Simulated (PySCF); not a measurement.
**Bond curve of InH**

Set-up: In cc-pVTZ-PP with ECP28, H cc-pVTZ; scalar-relativistic core potentials (PySCF 2.14). Energies in eV from In + H in their ground configurations at the same level. State: ¹Σ⁺ (singlet), closed shell.

All columns are CAM-B3LYP. A positive dipole means In(−)H(+).

```json
{"R (Å)": "1.597", "E (eV)": "-2.388", "μ (D)": "0.39", "Mulliken charge on In (basis-dependent)": "0.09", "HOMO (eV)": "-6.75", "LUMO (eV)": "-0.90", "Mayer bond order": "0.97", "⟨S²⟩": "0.00"}
{"R (Å)": "1.671", "E (eV)": "-2.584", "μ (D)": "0.05", "Mulliken charge on In (basis-dependent)": "0.13", "HOMO (eV)": "-6.81", "LUMO (eV)": "-0.91", "Mayer bond order": "0.96", "⟨S²⟩": "0.00"}
{"R (Å)": "1.746", "E (eV)": "-2.693", "μ (D)": "-0.30", "Mulliken charge on In (basis-dependent)": "0.16", "HOMO (eV)": "-6.87", "LUMO (eV)": "-0.92", "Mayer bond order": "0.95", "⟨S²⟩": "0.00"}
{"R (Å)": "1.801", "E (eV)": "-2.731", "μ (D)": "-0.56", "Mulliken charge on In (basis-dependent)": "0.18", "HOMO (eV)": "-6.90", "LUMO (eV)": "-0.93", "Mayer bond order": "0.94", "⟨S²⟩": "0.00"}
{"R (Å)": "1.857", "E (eV)": "-2.739", "μ (D)": "-0.83", "Mulliken charge on In (basis-dependent)": "0.19", "HOMO (eV)": "-6.92", "LUMO (eV)": "-0.95", "Mayer bond order": "0.94", "⟨S²⟩": "0.00"}
{"R (Å)": "1.913", "E (eV)": "-2.723", "μ (D)": "-1.09", "Mulliken charge on In (basis-dependent)": "0.21", "HOMO (eV)": "-6.93", "LUMO (eV)": "-0.97", "Mayer bond order": "0.93", "⟨S²⟩": "0.00"}
{"R (Å)": "1.987", "E (eV)": "-2.672", "μ (D)": "-1.45", "Mulliken charge on In (basis-dependent)": "0.23", "HOMO (eV)": "-6.93", "LUMO (eV)": "-1.00", "Mayer bond order": "0.92", "⟨S²⟩": "0.00"}
{"R (Å)": "2.080", "E (eV)": "-2.572", "μ (D)": "-1.89", "Mulliken charge on In (basis-dependent)": "0.25", "HOMO (eV)": "-6.91", "LUMO (eV)": "-1.04", "Mayer bond order": "0.92", "⟨S²⟩": "0.00"}
{"R (Å)": "2.191", "E (eV)": "-2.417", "μ (D)": "-2.42", "Mulliken charge on In (basis-dependent)": "0.27", "HOMO (eV)": "-6.86", "LUMO (eV)": "-1.09", "Mayer bond order": "0.91", "⟨S²⟩": "0.00"}
{"R (Å)": "2.340", "E (eV)": "-2.175", "μ (D)": "-3.10", "Mulliken charge on In (basis-dependent)": "0.29", "HOMO (eV)": "-6.75", "LUMO (eV)": "-1.17", "Mayer bond order": "0.90", "⟨S²⟩": "0.00"}
```

A fit through these points gives, at Re = 1.846 Å, μ = -0.77 D and dμ/dR = -4.78 D/Å; the reduced mass is 0.9991 u.

Q: How strong is the fundamental in the double-harmonic approximation, I = 42.26·(dμ/dR)²/μred km/mol?

A: I = 42.26·(-4.78)²/0.9991 = 966 km/mol at CAM-B3LYP.

These are scalar-relativistic numbers at best; spin–orbit coupling would shift them, the dissociation energy most.
